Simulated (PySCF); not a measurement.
A GIAO shielding run with PySCF (density fitting, non-relativistic, gas phase) on SMILES [SiH3]NC[SiH2]N([SiH3])[SiH3], CH$_{14}$N$_{2}$Si$_{4}$:

```
$ OMP_NUM_THREADS=1 python probes_run.py task.json out

{"job": {"kind": "nmr", "xc": "PBE0", "basis": "pcSseg-1"}, "charge": 0, "multiplicity": 1}
Si     2.613511    -0.560996     0.821844
N      1.447235    -0.972733    -0.366159
C      1.089979    -0.087020    -1.459608
Si    -0.249025     1.202035    -0.997666
N     -1.324397     0.479358     0.173605
Si    -1.205396     0.815395     1.881684
Si    -2.384432    -0.819474    -0.304367
H      3.831602    -0.250567     0.068857
H      2.312873     0.582076     1.702414
H      2.742200    -1.777695     1.623533
H      0.631790    -1.471860    -0.040293
H      0.743104    -0.703602    -2.297511
H      2.002274     0.409329    -1.793308
H     -1.031217     1.559668    -2.184600
H      0.341673     2.391793    -0.386506
H     -0.586620    -0.318828     2.576139
H     -0.406191     2.025478     2.042625
H     -2.565439     1.021054     2.384886
H     -1.869731    -2.101056     0.197446
H     -2.439943    -0.838731    -1.764051
H     -3.702770    -0.566680     0.275268
```

Hardware: 1 thread of an Arm Neoverse V1, shared host. The job also computes population analyses, field gradients.

(1) How large is the calculation?

(2) How long does it take, and how much memory does it need?

Answers

(1) 90 electrons, 217 basis functions and 1215 auxiliary functions.

(2) 49 s of wall time, with 14 SCF cycles and 4 response iterations; peak memory 1.1 GiB. Times on a shared host scatter by some tens of per cent.
